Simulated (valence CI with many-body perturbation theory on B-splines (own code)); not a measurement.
Mo²¹⁺: calculated level list

Method: relativistic CI+MBPT: three valence electrons over a frozen Dirac-Fock core [Ar], a basis of 7 s, 7 p, 8 d, 6 f, 4 g, 1 h functions for each j, with the one-electron correlation potential Σ1 (screened to all orders), the two-electron term Σ2, the three-electron term Σ3, Breit, model QED; selected single and double excitations, second order for the rest, scaled by the run's own slope (own B-spline code, finite nucleus).

No measured levels were compared; by estimate terms of the open shell hold to 2 to 4 % of their energy, and close levels can change places. Only levels of the ground parity were solved; by the run's estimate the other parity begins above the list, which can be wrong where configurations are misplaced.

Levels 1 to 19 of 19, with energies above the lowest level, 3d3 4F_3/2. "Leading %" is the weight of the configuration and term that name the level; weights of strongly mixed levels are sums over their largest components and can fall short, so below about 35 % the name and the second component can differ from the true leading terms, or belong to a minority configuration. In the jj column 3d3/2^4 stands for four electrons in 3d with j = 3/2. Lifetimes count E1, E2, E3, M1 and M2 decay at the calculated energies, and are blank where another channel may lead or the interval is too uncertain; long ones can be off by a factor of two.

```
No.  Configuration  Term     J  E (eV)  Leading %      g  Lifetime             Leading jj
  1            3d3    4F   3/2   0.000         89  0.446                   3d3/2^3 (64 %)
  2            3d3    4F   5/2   2.109         96  1.032   5.12 ms   3d3/2^2 3d5/2 (88 %)
  3            3d3    4F   7/2   4.055         93  1.213   6.61 ms   3d3/2 3d5/2^2 (56 %)
  4            3d3    4F   9/2   5.635         78  1.275   21.0 ms   3d3/2 3d5/2^2 (44 %)
  5            3d3    4P   3/2   7.323         54  1.449   1.96 ms   3d3/2^2 3d5/2 (73 %)
  6            3d3    4P   1/2   8.143         78  2.228   13.7 ms   3d3/2^2 3d5/2 (93 %)
  7            3d3    2G   7/2  10.084         91  0.915    906 μs   3d3/2 3d5/2^2 (60 %)
  8            3d3    2H   9/2  10.540         53  1.040   1.17 ms   3d3/2^2 3d5/2 (56 %)
  9            3d3    4P   5/2  11.015         92  1.566   2.75 ms   3d3/2 3d5/2^2 (64 %)
 10            3d3    2D   3/2  12.427         50  1.167    387 μs   3d3/2 3d5/2^2 (91 %)
 11            3d3    2P   1/2  13.288         78  1.103    962 μs   3d3/2 3d5/2^2 (93 %)
 12            3d3    2H  11/2  14.424        100  1.088   2.98 ms  3d3/2 3d5/2^2 (100 %)
 13            3d3    2D   5/2  15.329         91  1.211    623 μs   3d3/2 3d5/2^2 (63 %)
 14            3d3    2G   9/2  15.653         51  1.031    602 μs         3d5/2^3 (68 %)
 15            3d3    2P   3/2  17.632         60  1.192    414 μs         3d5/2^3 (86 %)
 16            3d3    2F   7/2  19.578         97  1.134   1.04 ms   3d3/2 3d5/2^2 (84 %)
 17            3d3    2F   5/2  19.724         91  0.888   1.28 ms   3d3/2 3d5/2^2 (48 %)
 18            3d3    2D   5/2  29.418         90  1.178    181 μs         3d5/2^3 (56 %)
 19            3d3    2D   3/2  29.524        100  0.800             3d3/2 3d5/2^2 (85 %)
```

Names give the largest LS component (configuration and term), which can be under half, so a name can repeat, a term be missing and a line seem to break the LS rules; names also repeat where a configuration has a term twice.

The ionisation energy to 3d2 3F_2 of the next ion comes out as 953.65 eV (NIST: 953 ± 4 eV (theoretical)). All 19 levels together are meant to be complete up to 30.705 eV.
